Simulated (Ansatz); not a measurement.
Sn(F)(OH)(NH2)2 (FH₅N₂OSn), SMILES [F][Sn]([NH2])([OH])[NH2].

The structure is a stationary point at B3LYP-D3(BJ)/def2-SVP. The structure was generated by enumeration; whether it is a known compound was not checked. The def2 effective core potentials stand for the cores of Sn; spin–orbit coupling is left out. Other conformers were not sampled.

Two levels are set side by side: PBE/def2-SVPD (Ansatz, a program for electronic structure) and PBE0/def2-SVPD (Ansatz). Energy differences of separate SCF runs at the same geometry; the states with an electron removed or added have multiplicity 2 and 2. Differences are taken from unrounded values.

```csv
quantity,PBE0,PBE,PBE minus PBE0
vertical ionisation energy (eV),10.22,9.74,-0.48
vertical singlet–triplet gap (eV),4.89,4.30,-0.60
```
